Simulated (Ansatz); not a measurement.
Coupled-cluster diagnostics for the cluster SnBr2⁻ (the lowest doublet isomer of a short search), Ansatz.

Geometry of the doublet (PBE-D4/def2-TZVPD):

Cartesian coordinates in Å:
```
Sn 0.158 -1.147 -0.119
Br 1.867 0.778 0.676
Br -2.025 0.369 -0.557
```

In the def2 sets Sn takes a core potential; there is no spin–orbit coupling. Correlated methods freeze 22 core orbitals; core or outer-core shells of Sn, Br are correlated, in sets that lack core-valence functions. The structure comes from a short search, and lower isomers may exist.

Geometry of the charge -1 quartet (PBE-D4/def2-TZVPD):

```xyz
3

Sn    0.003    0.000    0.002
Br   -1.495    0.832    2.126
Br    1.491   -0.832   -2.128
```

(1) Estimate the CCSD(T) correlation energy, the shares of MP2 and (T), T1 and the reference's ⟨S²⟩ for: charge -1, doublet, own geometry in def2-SVPD; charge -1, quartet, own geometry in def2-SVPD; and the rough time on 4 threads of Arm Neoverse V2 on a shared host.

## Answers

(1) 
```json
{"state": "charge -1, doublet, own geometry", "basis": "def2-SVPD", "correlation (eV)": "-16.104", "MP2 share (%)": "95.4", "(T) share (%)": "2.7", "T1": "0.010", "⟨S²⟩ (pure)": "0.77 (0.75)", "wall time": "19 s"}
{"state": "charge -1, quartet, own geometry", "basis": "def2-SVPD", "correlation (eV)": "-15.668", "MP2 share (%)": "95.3", "(T) share (%)": "2.7", "T1": "0.011", "⟨S²⟩ (pure)": "3.77 (3.75)", "wall time": "19 s"}
```
Customary marks for T1 are 0.02 (closed shells), 0.045 (open shells) and about 0.05 (3d metals). T1 stays under 0.02 throughout.
